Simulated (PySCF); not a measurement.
## Worked example: entropy of an ideal gas

4-fluoro-1,3-thiazole (C3H2FNS), SMILES c1(F)cscn1.

Coordinates come from a PBE-D3(BJ)/def2-SVP optimisation.

PBE-D3(BJ)/def2-SVP (PySCF 2.14.0) gives the harmonic wavenumbers 266, 420, 491, 554, 657, 668, 687, 769, 818, 868, 963, 1114, 1220, 1377, 1462, 1546, 3160, 3213 cm⁻¹ and the rotational temperatures 0.3604, 0.1210, 0.0906 K. The molar mass is 103.11 g/mol, the symmetry number 1, the spin multiplicity 1.

Work out the entropy at 298.15 K and 1 atm in the rigid-rotor, harmonic-oscillator model.


Translation (Sackur–Tetrode at 1 atm): S = R[1.5 ln M + 2.5 ln T − 1.16487] = 166.6 J/(mol K).
Rotation: q = (√π/σ) T^1.5/√(θA θB θC) = 145000, S = R[ln q + 3/2] = 111.3 J/(mol K).
Vibration: with u = 1.4388 ν/T, each mode gives R[u/(e^u − 1) − ln(1 − e^−u)]:
```tsv
ν (cm⁻¹)	modes	u	S (J/(mol K))
266	1	1.28	6.79
420	1	2.03	3.73
491	1	2.37	2.85
554	1	2.67	2.24
657	1	3.17	1.51
668	1	3.22	1.45
687	1	3.32	1.35
769	1	3.71	0.98
818	1	3.95	0.81
868	1	4.19	0.66
963	1	4.65	0.45
1114	1	5.38	0.25
1220	1	5.89	0.16
1377	1	6.64	0.08
1462	1	7.06	0.06
1546	1	7.46	0.04
```
The stiffer modes add less than 0.005 each. Sum 23.4 J/(mol K).
Spin: R ln 1 = 0.0 J/(mol K).
Total 301.3 J/(mol K); the program's own thermochemistry gives 301.3. Translation makes up 55 % and vibration 8 %. Anharmonicity, hindered rotation and orbital degeneracy are left out.
